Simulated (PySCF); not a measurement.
**Molecular orbitals of SbH**

PBE0 at R = 1.721 Å; basis Sb cc-pVTZ-PP with ECP28, H cc-pVTZ; scalar-relativistic core potentials; PySCF 2.14. State: ³Σ⁻ (triplet), unpaired electrons π ↑↑. Only the outer orbitals are listed, counted within each symmetry, core potentials removing the inner ones.

| spin | orbital | occ. | ε (eV) | on Sb (%) | main shells (%) |
| --- | --- | --- | --- | --- | --- |
| α | 4σ | 1 | -15.69 | 89 | 88 Sb s, 10 H s |
| α | 5σ | 1 | -8.83 | 63 | 51 Sb p, 37 H s, 9 Sb s |
| α | 3π | 1 | -6.45 | 100 | 100 Sb p |
| α | 3π | 1 | -6.45 | 100 | 100 Sb p |
| α | 6σ | 0 | 0.16 | 56 | 51 Sb p, 45 H s |
| α | 7σ | 0 | 2.38 | 107 | 94 Sb s, 9 Sb d |
| α | 4π | 0 | 4.67 | 98 | 98 Sb d |
| β | 4σ | 1 | -14.08 | 82 | 80 Sb s, 17 H s |
| β | 5σ | 1 | -8.35 | 62 | 44 Sb p, 38 H s, 17 Sb s |
| β | 3π | 0 | -2.82 | 99 | 99 Sb p |
| β | 3π | 0 | -2.82 | 99 | 99 Sb p |
| β | 6σ | 0 | 0.64 | 60 | 54 Sb p, 41 H s |

Which are the highest filled and the lowest empty level, where do they sit, and how wide is the gap?

Highest filled α 3π at -6.45 eV (in %: 100 Sb p); lowest empty β 3π at -2.82 eV (in %: 99 Sb p); the gap at PBE0 is 3.63 eV. Both belong to one degenerate shell, split only by its one-sided filling, so this is no excitation gap.

The bond order (Mayer) is 0.98, the ⟨S²⟩ is 2.006 and the charge on Sb (Mulliken, basis-dependent) is 0.05. The charge on Sb (Löwdin, basis-dependent) is 0.19, the dipole moment (positive dipole means Sb(−)H(+)) is -0.20 D and the polarisability along the bond is 44.2 bohr³. The polarisability across the bond is 36.4 bohr³.

Shares are Mulliken populations and can fall outside 0 to 100 %.

Spin–orbit coupling is left out. The state is the lowest determinant that a PBE0 search found; another state may lie lower at other levels.
